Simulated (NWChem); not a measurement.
Everything below was run with NWChem. System: GeSe, charge 0, spin multiplicity 1, at a geometry optimised with PBE0/def2-SVP. The structure started from a generated list of species. Level: CCSD(T)/def2-TZVP, 18 core orbitals frozen.

Input file:

```
start mol
memory heap 100 mb stack 700 mb global 1900 mb
geometry units angstroms nocenter noautoz
  Ge     0.000000     0.000000     1.103246
  Se     0.000000     0.000000    -1.038349
  symmetry group C2v
end
basis spherical
  * library def2-tzvp
end
scf
  rhf
  nopen 0
  maxiter 100
  thresh 1e-7
  semidirect memsize 60000000 filesize 0
end
tce
  freeze core 18
  ccsd(t)
  2eorb
  2emet 13
  thresh 1e-6
  maxiter 100
  tilesize 24
end
task tce energy
```

Output (cleaned and shortened):

```
             Northwest Computational Chemistry Package (NWChem) 7.3.0
             --------------------------------------------------------

                                NWChem Input Module
                                -------------------

 Scaling coordinates for geometry "geometry" by  1.889725989
 (inverse scale =  0.529177249)

 Turning off AUTOSYM since
 SYMMETRY directive was detected!

                             Geometry "geometry" -> ""
                             -------------------------

 Output coordinates in angstroms (scale by  1.889725989 to convert to a.u.)

  No.       Tag          Charge          X              Y              Z
 ---- ---------------- ---------- -------------- -------------- --------------
    1 Ge                  32.0000     0.00000000     0.00000000     1.10324600
    2 Se                  34.0000     0.00000000     0.00000000    -1.03834900

 Effective nuclear repulsion energy (a.u.)     268.8392748917

            Nuclear Dipole moment (a.u.)
            ----------------------------
        X                 Y               Z
 ---------------- ---------------- ----------------
     0.0000000000     0.0000000000     0.0000113384

      Symmetry information
      --------------------

 Group name             C2v
 Group number             16
 Group order               4
 No. of unique centers     2

      Symmetry unique atoms

     1    2


 Summary of "ao basis" -> "" (spherical)
 ------------------------------------------------------------------------------
       Tag                 Description            Shells   Functions and Types
 ---------------- ------------------------------  ------  ---------------------
 *                         def2-tzvp                  on all atoms

 Summary of "ao basis" -> "ao basis" (spherical)
 ------------------------------------------------------------------------------
       Tag                 Description            Shells   Functions and Types
 ---------------- ------------------------------  ------  ---------------------
 Ge                        def2-tzvp                16       48   6s5p4d1f
 Se                        def2-tzvp                16       48   6s5p4d1f

                                 NWChem SCF Module
                                 -----------------

  ao basis        = "ao basis"
  functions       =    96
  atoms           =     2
  closed shells   =    33
  open shells     =     0
  charge          =   0.00
  wavefunction    = RHF
  use symmetry    = T
  symmetry adapt  = T

 Summary of "ao basis" -> "ao basis" (spherical)
 ------------------------------------------------------------------------------
       Tag                 Description            Shells   Functions and Types
 ---------------- ------------------------------  ------  ---------------------
 Ge                        def2-tzvp                16       48   6s5p4d1f
 Se                        def2-tzvp                16       48   6s5p4d1f

      Symmetry analysis of basis
      --------------------------

        a1         42
        a2         10
        b1         22
        b2         22

 Forming initial guess at       0.0s

      Superposition of Atomic Density Guess
      -------------------------------------

 Sum of atomic energies:       -4475.11258891

      Non-variational initial energy
      ------------------------------

 Total energy =   -4475.314761
 1-e energy   =   -6775.344323
 2-e energy   =    2031.190287
 HOMO         =      -0.272608
 LUMO         =      -0.040606
[...]
   Bfn.  Coefficient  Atom+Function         Bfn.  Coefficient  Atom+Function
  ----- ------------  ---------------      ----- ------------  ---------------
    54     -1.782908  2 Se s                 21     -1.719398  1 Ge pz
     6      1.651454  1 Ge s                 69     -1.296010  2 Se pz
    66     -0.297652  2 Se pz                18     -0.176887  1 Ge pz
    87     -0.153047  2 Se d  0

 center of mass
 --------------
 x =   0.00000000 y =   0.00000000 z =  -0.00483061

 moments of inertia (a.u.)
 ------------------
         625.151971410493           0.000000000000           0.000000000000
           0.000000000000         625.151971410493           0.000000000000
           0.000000000000           0.000000000000           0.000000000000

  Mulliken analysis of the total density
  --------------------------------------

    Atom       Charge   Shell Charges
 -----------   ------   -------------------------------------------------------
    1 Ge  32    31.61   2.00  2.00  1.17  0.78  1.02  0.87  5.98  4.41  1.58  0.91  0.73  8.92  1.09  0.03  0.10  0.02
    2 Se  34    34.39   2.00  2.00  1.16  0.78  0.97  0.94  6.00  5.93  0.95  2.32  1.27  8.96  1.04  0.00  0.05  0.00

       Multipole analysis of the density wrt the origin
       ------------------------------------------------

     L   x y z        total         open         nuclear
     -   - - -        -----         ----         -------
     0   0 0 0     -0.000000      0.000000     66.000000

     1   1 0 0      0.000000      0.000000      0.000000
     1   0 1 0      0.000000      0.000000      0.000000
     1   0 0 1      1.002816      0.000000      0.000011

     2   2 0 0    -26.386128      0.000000      0.000000
     2   1 1 0     -0.000000      0.000000      0.000000
     2   1 0 1     -0.000000      0.000000      0.000000
     2   0 2 0    -26.386128      0.000000      0.000000
     2   0 1 1     -0.000000      0.000000      0.000000
     2   0 0 2    -26.649232      0.000000    269.995994

                   NWChem Extensible Many-Electron Theory Module
                   ---------------------------------------------


            General Information
            -------------------
      Number of processors :     1
         Wavefunction type : Restricted Hartree-Fock
          No. of electrons :    66
           Alpha electrons :    33
            Beta electrons :    33
           No. of orbitals :   192
            Alpha orbitals :    96
             Beta orbitals :    96
        Alpha frozen cores :    18
         Beta frozen cores :    18
     Alpha frozen virtuals :     0
      Beta frozen virtuals :     0
         Spin multiplicity : singlet
    Number of AO functions :    96
       Number of AO shells :    32
        Use of symmetry is : on
      Symmetry adaption is : on
         Schwarz screening : 0.10D-09

          Correlation Information
          -----------------------
          Calculation type : Coupled-cluster singles & doubles w/ perturbation
   Perturbative correction : (T)
            Max iterations :      100
        Residual threshold : 0.10D-05
     T(0) DIIS level shift : 0.00D+00
     L(0) DIIS level shift : 0.00D+00
     T(1) DIIS level shift : 0.00D+00
     L(1) DIIS level shift : 0.00D+00
     T(R) DIIS level shift : 0.00D+00
     T(I) DIIS level shift : 0.00D+00
   CC-T/L Amplitude update :  5-th order DIIS
                I/O scheme : Global Array Library
        L-threshold :  0.10D-05
        EOM-threshold :  0.10D-05
 no EOMCCSD initial starts read in
 TCE RESTART OPTIONS
 SLICE:      F
 D4D5:       F
 quantumc:   F
 qrotation:  F
 pwtce:      F
 qducc:      F
 nacto:                         0
 nrotv:                         0
 nrot:                          0

            Memory Information
            ------------------
          Available GA space size is     249027584 doubles
          Available MA space size is     104850108 doubles

 Maximum block size supplied by input
 Maximum block size        24 doubles

 tile_dim =     15

 -------------------------------------------------

 Global array virtual files algorithm will be used

 Parallel file system coherency ......... OK

 4-electron integrals stored in orbital form

 v2    file size   =          1910923
 4-index algorithm nr.  13 is used
 imaxsize =       30
 imaxsize ichop =        0


CCSD iterations
 ---------------------------------------------------------
 Iter          Residuum       Correlation     Cpu    Wall
 ---------------------------------------------------------
    1   0.1768953550418  -0.4842119249507     0.4     0.4
    2   0.0369813188611  -0.4737703298842     0.4     0.4
    3   0.0122061795787  -0.4835908073717     0.4     0.4
    4   0.0060589576175  -0.4835621152577     0.4     0.4
    5   0.0025830364591  -0.4845271569100     0.4     0.4
    6   0.0013176790977  -0.4847897299831     0.4     0.4
    7   0.0009956254879  -0.4847690032130     0.4     0.4
    8   0.0004459015380  -0.4848086160026     0.4     0.4
    9   0.0003730785561  -0.4847977942211     0.4     0.4
   10   0.0001829510115  -0.4848192539642     0.4     0.4
   11   0.0000262424838  -0.4848309275771     0.4     0.4
   12   0.0000105044495  -0.4848293591594     0.4     0.4
   13   0.0000052274264  -0.4848299889144     0.4     0.4
   14   0.0000029232373  -0.4848298099547     0.4     0.4
   15   0.0000015434852  -0.4848298879167     0.4     0.4
   16   0.0000004399448  -0.4848298576592     0.4     0.4
 -----------------------------------------------------------------
 Iterations converged
 CCSD correlation energy / hartree =        -0.484829857659240
 CCSD total energy / hartree       =     -4475.736084244802441

 Singles contributions

 Doubles contributions
 CCSD(T)
 Using plain CCSD(T) code
             total no. of tasks          925
 total no. of tasks / no. procs          925
                         wl_min         4096           4.0
                         wl_max      1003275          10.0
        thresh for no. of tasks          925

 CCSD[T]  correction energy / hartree =        -0.026340845945128
 CCSD[T] correlation energy / hartree =        -0.511170703604368
 CCSD[T] total energy / hartree       =     -4475.762425090747456
 CCSD(T)  correction energy / hartree =        -0.024147686582152
 CCSD(T) correlation energy / hartree =        -0.508977544241393
 CCSD(T) total energy / hartree       =     -4475.760231931384624

 Task  times  cpu:       27.5s     wall:       27.5s

 Total times  cpu:       27.5s     wall:       27.5s
```
